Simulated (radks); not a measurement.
Ionisation ladder of silver, from Ag XLV to Ag XLVII. Each ion is in the ground configuration listed by NIST, and IE = E(next ion) - E(this ion), with E = 0 for the bare nucleus. Method: scalar-relativistic Kohn-Sham, exchange-only LDA, spin-polarised, spherical densities, point nucleus; open shells are filled with parallel spins first (spin-orbit coupling, left out, can overturn this in heavy ions); computed with a radial shooting solver on a logarithmic mesh with Libxc functionals.

| species | configuration | E (hartree) | IE, Delta-SCF (eV) | -e(HOMO) (eV) | HOMO | IE, NIST (eV) | kind | error (eV) |
|---|---|---|---|---|---|---|---|---|
| Ag XLV | [He] 2s1 | -2510.39544 | 7271.2 | 7197.6 | 2s up | 7271.3 | theory | -0.1 |
| Ag XLVI | [He] | -2243.18364 | 30104 | 29810 | 1s | 30097.3 | theory | +6.6 |
| Ag XLVII | 1s1 | -1136.88638 | 30936 | 30638 | 1s up | 30965.8 | theory | -29.5 |

Reference values: NIST Atomic Spectra Database (exp. = measured, semi-emp. = semi-empirical, theory = theoretical value adopted there). The ionisation energy per charge of the ion left behind rises most, in proportion, at Ag XLVI ([He]), from 161.58 to 654.43 eV. Nuclear size, the Breit interaction and QED, all absent here, shift the 1s and 2s values of heavy ions.
